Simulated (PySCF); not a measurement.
CH$_{4}$Si, triplet, geometry from GFN2-xTB (a higher spin typed on purpose: for a closed-shell molecule this is an excited state). Base run: R2SCAN/3-21G (PySCF).

Input for PySCF:
```python
from pyscf import gto, scf, dft

mol = gto.M(
    atom='''
C    -1.224579   -0.019063    0.101619
Si    0.604206   -0.025438   -0.112974
H    -1.696825    0.429454    0.962889
H    -1.911557   -0.452552   -0.603811
H     1.313583   -0.810231    0.892578
H     1.183391    1.303841   -0.279739
''',
    basis='3-21g',
    charge=0,
    spin=2,
    verbose=4,
)

mf = dft.UKS(mol)
mf.xc = 'r2scan'
mf.kernel()
mf.analyze()
```

Variants of this job, named by their change:

| change | ΔE vs base (µEh) | grid points | electrons on the grid |
|---|---|---|---|
| base | 0.0 | 72536 | 24.00000 |
| grids.atom_grid = (150, 974) | -6.7 | 486000 | 24.00000 |
| grids.atom_grid = (99, 590) | 3.5 | 194296 | 24.00000 |
| grids.atom_grid = (50, 194) | 304 | 39624 | 24.00001 |
| grids.level = 2 | 32.3 | 44624 | 24.00001 |
| grids.atom_grid = (30, 110) | 1485 | 14800 | 24.00021 |
| small_rho_cutoff = 0 | 0.0 | 72536 | 24.00000 |
| grids.radi_method = delley | -15.1 | 77552 | 24.00000 |
| grids.radi_method = mura_knowles | 4.1 | 68776 | 24.00000 |
| grids.becke_scheme = stratmann | 1.4 | 72536 | 24.00000 |
| grids.level = 7 | -7.7 | 374112 | 24.00000 |

Open shells are given as the SCF converged; they aren't shown to be the lowest states, and a large step between rows can be another state.
